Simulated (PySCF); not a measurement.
Vertical excitations of a molecule C2H9FOSi2 from TDA-M06-2X/def2-SVPD (PySCF), as energy in eV (oscillator strength): 7.10 (0.009), 7.50 (0.016), 7.69 (0.008), 7.87 (0.047), 7.98 (0.028), 8.29 (0.043). Lowest triplet (TDA): 6.60 eV. The structure is a stationary point at r2SCAN-D4/def2-SVP. The values are those of a single conformer.

Problem. Identify the compound among the candidates.
A) C[C@H](O)[SiH2][SiH2]F
B) C[Si@H](O)[C@H](F)[SiH3]
C) C[SiH2]OC[SiH2]F
D) CC[SiH2][Si@H](O)F

Solution. B, C[Si@H](O)[C@H](F)[SiH3]
